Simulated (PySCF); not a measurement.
PySCF input (M06-L/def2-TZVPD):

```python
from pyscf import gto, scf, dft

mol = gto.M(
    atom='''
    Al   -0.00000000   -0.00000000   -1.71036253
    O     0.00000000    0.00000000    0.00000000
    Al    0.00000000    0.00000000    1.71036253
    ''',
    basis='def2-tzvpd',
    charge=0,
    spin=0,
    verbose=4,
)

mf = dft.RKS(mol, xc='m06l').density_fit(auxbasis='def2-universal-jkfit')
mf.grids.level = 4
mf.conv_tol = 1e-9
mf.max_cycle = 100
mf.max_memory = 1500
mf.kernel()
if not mf.converged:
    mf = mf.newton()
    mf.kernel(mf.make_rdm1())
mf.analyze()
```

End of the output:

```
Extra cycle  E= -560.178875169301  delta_E= 4.55e-13  |g|= 1.37e-06  |ddm|= 2.05e-05
converged SCF energy = -560.178875169301
**** SCF Summaries ****
Total Energy =                        -560.178875169301023
Nuclear Repulsion Energy =              90.497968400944814
One-electron Energy =                 -959.229166764302818
Two-electron Energy =                  308.552323194056953
Two-electron Coulomb Energy =          354.441917641109910
DFT Exchange-Correlation Energy =      -45.889594447052964
HOMO-LUMO gap [eV] =                     3.775495573217046
**** MO energy ****
MO #1   energy= -55.7500047110926  occ= 2
MO #2   energy= -55.7500024516891  occ= 2
MO #3   energy= -18.9354812823202  occ= 2
MO #4   energy= -4.0869527978417   occ= 2
MO #5   energy= -4.08694261138906  occ= 2
MO #6   energy= -2.59569652429032  occ= 2
MO #7   energy= -2.59569652429028  occ= 2
MO #8   energy= -2.59569088815179  occ= 2
MO #9   energy= -2.59569088815178  occ= 2
MO #10  energy= -2.58861289554414  occ= 2
MO #11  energy= -2.58857565491963  occ= 2
MO #12  energy= -0.906744185864227 occ= 2
MO #13  energy= -0.413847047824945 occ= 2
MO #14  energy= -0.297230519526509 occ= 2
MO #15  energy= -0.297230519526479 occ= 2
MO #16  energy= -0.229578775601979 occ= 2
MO #17  energy= -0.195111913377505 occ= 2
MO #18  energy= -0.0563650090323128 occ= 0
MO #19  energy= -0.0563650090322891 occ= 0
MO #20  energy= -0.0402622886552975 occ= 0
MO #21  energy= -0.0402622886552926 occ= 0
MO #22  energy= 0.00720249064879912 occ= 0
MO #23  energy= 0.0316713496293433 occ= 0
MO #24  energy= 0.036551664850446  occ= 0
MO #25  energy= 0.0680668722409222 occ= 0
MO #26  energy= 0.0680668729084055 occ= 0
MO #27  energy= 0.0683833402822033 occ= 0
MO #28  energy= 0.097525151133666  occ= 0
MO #29  energy= 0.097525151133774  occ= 0
MO #30  energy= 0.0980793154533535 occ= 0
MO #31  energy= 0.0980793154533956 occ= 0
MO #32  energy= 0.103878124661363  occ= 0
MO #33  energy= 0.103878143880999  occ= 0
MO #34  energy= 0.109013300542658  occ= 0
MO #35  energy= 0.147469360598129  occ= 0
MO #36  energy= 0.147469360598224  occ= 0
MO #37  energy= 0.148851613080856  occ= 0
MO #38  energy= 0.208680021574083  occ= 0
MO #39  energy= 0.22218115576783   occ= 0
MO #40  energy= 0.222181380680779  occ= 0
MO #41  energy= 0.227994242666964  occ= 0
MO #42  energy= 0.251470240994789  occ= 0
MO #43  energy= 0.251470240994885  occ= 0
MO #44  energy= 0.253162131085703  occ= 0
MO #45  energy= 0.253162358842818  occ= 0
MO #46  energy= 0.260840461286914  occ= 0
MO #47  energy= 0.296825423668781  occ= 0
MO #48  energy= 0.296825423668797  occ= 0
MO #49  energy= 0.302687714730054  occ= 0
MO #50  energy= 0.302687714730131  occ= 0
MO #51  energy= 0.314571599382041  occ= 0
MO #52  energy= 0.370179307128408  occ= 0
MO #53  energy= 0.389435840763904  occ= 0
MO #54  energy= 0.389435840764253  occ= 0
MO #55  energy= 0.429594509604139  occ= 0
MO #56  energy= 0.429594804089939  occ= 0
MO #57  energy= 0.508312287500387  occ= 0
MO #58  energy= 0.524352258924307  occ= 0
MO #59  energy= 0.532701822421676  occ= 0
MO #60  energy= 0.605635760527197  occ= 0
MO #61  energy= 0.605635760527278  occ= 0
MO #62  energy= 0.709339506725901  occ= 0
MO #63  energy= 0.709339506725955  occ= 0
MO #64  energy= 0.719479453580428  occ= 0
MO #65  energy= 0.773324126906685  occ= 0
MO #66  energy= 0.773324126906721  occ= 0
MO #67  energy= 0.787898414760518  occ= 0
MO #68  energy= 0.787898414760531  occ= 0
MO #69  energy= 0.809873971713305  occ= 0
MO #70  energy= 0.809874333704128  occ= 0
MO #71  energy= 0.812712903731153  occ= 0
MO #72  energy= 0.812713036376074  occ= 0
MO #73  energy= 0.840797835595726  occ= 0
MO #74  energy= 0.840797835595801  occ= 0
MO #75  energy= 0.854797188962963  occ= 0
MO #76  energy= 0.854798826180542  occ= 0
MO #77  energy= 0.870277215288425  occ= 0
MO #78  energy= 0.891234682079398  occ= 0
MO #79  energy= 0.959169862834997  occ= 0
MO #80  energy= 0.959169862835051  occ= 0
MO #81  energy= 1.04713730844079   occ= 0
MO #82  energy= 1.04713730844083   occ= 0
MO #83  energy= 1.08694548452135   occ= 0
MO #84  energy= 1.08694830689498   occ= 0
MO #85  energy= 1.09154736277136   occ= 0
MO #86  energy= 1.2203575936728    occ= 0
MO #87  energy= 1.22035759367304   occ= 0
MO #88  energy= 1.26196862908777   occ= 0
MO #89  energy= 1.40794818714202   occ= 0
MO #90  energy= 1.46186080269997   occ= 0
MO #91  energy= 1.75809834017528   occ= 0
MO #92  energy= 1.7581257049561    occ= 0
MO #93  energy= 2.03362065309309   occ= 0
MO #94  energy= 2.03362065309316   occ= 0
MO #95  energy= 2.06219581534698   occ= 0
MO #96  energy= 2.06219581534699   occ= 0
MO #97  energy= 2.19523586335276   occ= 0
MO #98  energy= 2.29114862495351   occ= 0
MO #99  energy= 2.29114862495362   occ= 0
MO #100 energy= 2.33836037556067   occ= 0
MO #101 energy= 2.72739612823176   occ= 0
MO #102 energy= 2.85333886346702   occ= 0
MO #103 energy= 2.85333886346708   occ= 0
MO #104 energy= 3.49453283839063   occ= 0
MO #105 energy= 3.73295603652707   occ= 0
MO #106 energy= 5.28711067866228   occ= 0
MO #107 energy= 5.28711067866236   occ= 0
MO #108 energy= 5.30780572152842   occ= 0
MO #109 energy= 5.30797087023269   occ= 0
MO #110 energy= 5.43868753052879   occ= 0
MO #111 energy= 5.43868753052884   occ= 0
MO #112 energy= 5.55684330311689   occ= 0
MO #113 energy= 6.53766880139885   occ= 0
MO #114 energy= 6.53792295027617   occ= 0
MO #115 energy= 6.77470434189501   occ= 0
MO #116 energy= 6.77470434189508   occ= 0
MO #117 energy= 6.99253225488957   occ= 0
MO #118 energy= 7.60652592450474   occ= 0
MO #119 energy= 7.83924078164127   occ= 0
MO #120 energy= 9.40545278804583   occ= 0
MO #121 energy= 9.40545278804592   occ= 0
MO #122 energy= 9.54676244308937   occ= 0
MO #123 energy= 9.54676244308939   occ= 0
MO #124 energy= 9.76004352950819   occ= 0
MO #125 energy= 9.80921535434792   occ= 0
MO #126 energy= 44.1933589629729   occ= 0
 ** Mulliken pop on meta-lowdin orthogonal AOs  **
 ** Mulliken pop  **
pop of  0 Al 1s           1.99998
pop of  0 Al 2s           1.99983
pop of  0 Al 3s           1.76261
pop of  0 Al 4s           0.00445
pop of  0 Al 5s           0.00024
pop of  0 Al 6s           0.00069
pop of  0 Al 2px          1.99979
pop of  0 Al 2py          1.99979
pop of  0 Al 2pz          1.99991
pop of  0 Al 3px          0.12464
pop of  0 Al 3py          0.12464
pop of  0 Al 3pz          0.53602
pop of  0 Al 4px          0.00128
pop of  0 Al 4py          0.00128
pop of  0 Al 4pz          0.00252
pop of  0 Al 5px          0.00013
pop of  0 Al 5py          0.00013
pop of  0 Al 5pz          0.00018
pop of  0 Al 6px          0.00002
pop of  0 Al 6py          0.00002
pop of  0 Al 6pz          0.00054
pop of  0 Al 3dxy         0.00000
pop of  0 Al 3dyz         0.00696
pop of  0 Al 3dz^2        0.00967
pop of  0 Al 3dxz         0.00696
pop of  0 Al 3dx2-y2      0.00000
pop of  0 Al 4dxy         0.00000
pop of  0 Al 4dyz         0.00002
pop of  0 Al 4dz^2        0.00044
pop of  0 Al 4dxz         0.00002
pop of  0 Al 4dx2-y2      0.00000
pop of  0 Al 5dxy         0.00000
pop of  0 Al 5dyz         0.00011
pop of  0 Al 5dz^2        0.00019
pop of  0 Al 5dxz         0.00011
pop of  0 Al 5dx2-y2      0.00000
pop of  0 Al 4f-3         0.00000
pop of  0 Al 4f-2         0.00000
pop of  0 Al 4f-1         0.00024
pop of  0 Al 4f+0         0.00030
pop of  0 Al 4f+1         0.00024
pop of  0 Al 4f+2         0.00000
pop of  0 Al 4f+3         0.00000
pop of  1 O 1s            1.99997
pop of  1 O 2s            1.68506
pop of  1 O 3s            0.00134
pop of  1 O 4s            0.00144
pop of  1 O 5s            0.00180
pop of  1 O 6s            0.00048
pop of  1 O 2px           1.72428
pop of  1 O 2py           1.72428
pop of  1 O 2pz           1.66629
pop of  1 O 3px           0.00280
pop of  1 O 3py           0.00280
pop of  1 O 3pz           0.00048
pop of  1 O 4px           0.00325
pop of  1 O 4py           0.00325
pop of  1 O 4pz           0.00404
pop of  1 O 5px           0.00300
pop of  1 O 5py           0.00300
pop of  1 O 5pz           0.00007
pop of  1 O 3dxy          0.00000
pop of  1 O 3dyz          0.00000
pop of  1 O 3dz^2         0.00255
pop of  1 O 3dxz          0.00000
pop of  1 O 3dx2-y2       0.00000
pop of  1 O 4dxy          0.00000
pop of  1 O 4dyz          0.00000
pop of  1 O 4dz^2         0.00047
pop of  1 O 4dxz          0.00000
pop of  1 O 4dx2-y2       0.00000
pop of  1 O 5dxy          0.00000
pop of  1 O 5dyz          0.00000
pop of  1 O 5dz^2         0.00020
pop of  1 O 5dxz          0.00000
pop of  1 O 5dx2-y2       0.00000
pop of  1 O 4f-3          0.00000
pop of  1 O 4f-2          0.00000
pop of  1 O 4f-1          0.00027
pop of  1 O 4f+0          0.00065
pop of  1 O 4f+1          0.00027
pop of  1 O 4f+2          0.00000
pop of  1 O 4f+3          0.00000
pop of  2 Al 1s           1.99998
pop of  2 Al 2s           1.99983
pop of  2 Al 3s           1.76261
pop of  2 Al 4s           0.00445
pop of  2 Al 5s           0.00024
pop of  2 Al 6s           0.00069
pop of  2 Al 2px          1.99979
pop of  2 Al 2py          1.99979
pop of  2 Al 2pz          1.99991
pop of  2 Al 3px          0.12464
pop of  2 Al 3py          0.12464
pop of  2 Al 3pz          0.53602
pop of  2 Al 4px          0.00128
pop of  2 Al 4py          0.00128
pop of  2 Al 4pz          0.00252
pop of  2 Al 5px          0.00013
pop of  2 Al 5py          0.00013
pop of  2 Al 5pz          0.00018
pop of  2 Al 6px          0.00002
pop of  2 Al 6py          0.00002
pop of  2 Al 6pz          0.00054
pop of  2 Al 3dxy         0.00000
pop of  2 Al 3dyz         0.00696
pop of  2 Al 3dz^2        0.00967
pop of  2 Al 3dxz         0.00696
pop of  2 Al 3dx2-y2      0.00000
pop of  2 Al 4dxy         0.00000
pop of  2 Al 4dyz         0.00002
pop of  2 Al 4dz^2        0.00044
pop of  2 Al 4dxz         0.00002
pop of  2 Al 4dx2-y2      0.00000
pop of  2 Al 5dxy         0.00000
pop of  2 Al 5dyz         0.00011
pop of  2 Al 5dz^2        0.00019
pop of  2 Al 5dxz         0.00011
pop of  2 Al 5dx2-y2      0.00000
pop of  2 Al 4f-3         0.00000
pop of  2 Al 4f-2         0.00000
pop of  2 Al 4f-1         0.00024
pop of  2 Al 4f+0         0.00030
pop of  2 Al 4f+1         0.00024
pop of  2 Al 4f+2         0.00000
pop of  2 Al 4f+3         0.00000
 ** Mulliken atomic charges  **
charge of    0Al =      0.41603
charge of    1O =     -0.83207
charge of    2Al =      0.41603
Dipole moment(X, Y, Z, Debye):  0.00000,  0.00000, -0.00000
```
